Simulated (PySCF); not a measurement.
## Radial density of Rh⁺ (rhodium, charge +1)

UHF, [Kr] 4d7 5p1, one real determinant (an excited configuration). Calculation: PySCF 2.14, in def2-TZVPPD with the def2 core potential (28 electrons) (6s4p3d2f1g, 56 functions); a scalar-relativistic core potential. This is the valence pseudo-density: the core potential removes the inner electrons and smooths the orbitals near the nucleus.

```
r (bohr)  4πr²ρ (e/bohr)  4πr²(ρα − ρβ)
  0.0359       1.002e-05         0.0000
  0.0604       4.646e-05         0.0000
   0.102       0.0003505         0.0001
   0.171        0.004275         0.0010
   0.288         0.08038         0.0168
   0.484           2.038         0.2727
   0.814           13.69         1.8040
    1.37           9.655         2.1481
    2.30           1.644         0.7211
    3.87          0.3464         0.3130
    6.51         0.03989         0.0397
    11.0       0.0005883         0.0006
```

⟨L²⟩ = 13.96 against 20 for a pure G term, so this real determinant mixes terms. Energies and moments cover only the electrons outside the core potential.
